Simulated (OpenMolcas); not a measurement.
**Levels of Sn³⁺ by method**

```json
{"Program": "OpenMolcas 26.06", "Basis": "ANO-RCC-VDZP [6s5p3d1f]", "Scalar Hamiltonian": "DKH2, point nucleus", "Active space": "1 electron in 4 orbitals (5s 5p)", "State averaging": "2S+1 = 2 even, 1 root; 2S+1 = 2 odd, 3 roots", "Spin-orbit coupling": "state interaction with AMFI integrals over the reference wave functions, term energies averaged over their components"}
```

Methods on the same reference wave functions:
A. CASSCF
B. SS-CASPT2, IPEA 0.25 Eh, imaginary shift 0.1 Eh (closed shells correlated: 4d)

Energies in cm⁻¹ above 5s ²S_1/2, the measured ground level; measured values from Moore, Atomic Energy Levels, vol. III, NSRDS-NBS 35 (1971 reprint of NBS Circular 467, 1958).

```tsv
Level	A	B	Measured
5s ²S_1/2	0.0	0.0	0.0
5p ²P°_1/2	67156	69326	69564
5p ²P°_3/2	73393	75563	76072
```

Deviations, from unrounded energies. A percentage is the sum of absolute deviations over the sum of measured energies, with the sign that they share, or ± where signs differ.

```json
{"Against measurement": "mean absolute deviation (cm-1)", "Levels": "2", "A": "2500", "B": "370"}
{"Against measurement": "other configurations (%)", "Levels": "2", "A": "-3.5", "B": "-0.5"}
```

B lies closest to measurement on these levels. The largest miss of B in the table is 5p ²P°_3/2, by -510 cm-1. The ranking rests on the paired levels alone, and a cruder setting can come out closer through cancelling errors.

The lowest spin-free term lies below A's lowest term by 0.285 hartree in B.

The basis is small and was not contracted for so high a charge. With one active electron the reference holds no correlation, so core polarisation is missing (holds for A). With one active electron, CASPT2 adds the correlation within the correlated inactive shells and between them and that electron, and leaves the splitting within a term as the reference gives it (holds for B). Computed and measured levels are paired by configuration, term and J; levels that our copy of the source lacks, or whose pairing is in doubt (as where it misses far off the trend of its configuration), stay unpaired and out of the deviations. Levels of configurations outside the active space are missing.

° marks odd parity.
